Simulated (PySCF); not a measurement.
Some computed properties have been withheld. Give your best values.

C7H7NO.
SMILES: `CC(=O)C1=CC=NC=C1`

Conformer (atom-mapped SMILES and torsion angles): `[CH3:1][C:2](=[O:3])[c:4]1[cH:5][cH:6][n:7][cH:8][cH:9]1`: C1–C2–C4–C5 179°.

```json
{"property": "point group", "level": "PBE0-D3(BJ)/def2-TZVP", "value": "?"}
{"property": "rotational constants A, B, C", "level": "PBE0-D3(BJ)/def2-TZVP", "value": "?"}
{"property": "dipole moment", "level": "B97-2/pcSseg-2", "value": "?"}
{"property": "HOMO energy", "level": "B97-2/pcSseg-2", "value": "?"}
{"property": "LUMO energy", "level": "B97-2/pcSseg-2", "value": "?"}
{"property": "13C chemical shifts (computed TMS as zero) by class", "level": "GIAO B97-2/pcSseg-2", "value": "?"}
{"property": "1H chemical shifts (computed TMS as zero) by class", "level": "GIAO B97-2/pcSseg-2", "value": "9.17 (2 H), 8.03 (2 H), 2.64 (3 H) ppm"}
{"property": "isotropic shieldings of nuclei other than C and H, by class", "level": "GIAO B97-2/pcSseg-2", "value": "?"}
```

Gas-phase values; electronic properties from PySCF, density fitting. One conformer (not necessarily the lowest) at the PBE0-D3(BJ)/def2-TZVP geometry, without solvent or vibrations. NMR classes are plain means over equivalent atoms (diastereotopic ones count apart unless rotation or inversion swaps them), as if these changed places fast; in this geometry the members of some classes differ.

(1) What is the dipole moment?

(2) Give the LUMO energy.

(3) What are the 13C chemical shifts (computed TMS as zero) by class?

(4) The HOMO energy?

(5) The isotropic shieldings of nuclei other than C and H, by class?

(6) Give the rotational constants A, B, C.

(7) What is the point group?

## Answers

(1) 2.48 D.

(2) -2.24 eV.

(3) 204.5 (1 C), 159.4 (2 C), 147.3 (1 C), 127.0 (2 C), 28.3 (1 C) ppm.

(4) -7.31 eV.

(5) -111 (1 N), -313 (1 O) ppm.

(6) 3.871, 1.223, 0.935 GHz.

(7) Cs.

In atomic units the dipole is 0.97 e·bohr (1 au = 2.5417 D). With B = h/(8π²I), that is 505.379 GHz u Å² over I, the principal moments of inertia are 130.6, 413.3 and 540.7 u Å² (most abundant isotopes); the inertial defect Ic − Ia − Ib is -3.2 u Å² (zero for a rigid planar frame, negative otherwise). The rotational constants make it an asymmetric top with κ = (2B − A − C)/(A − C) = -0.80, nearer the prolate limit (−1).
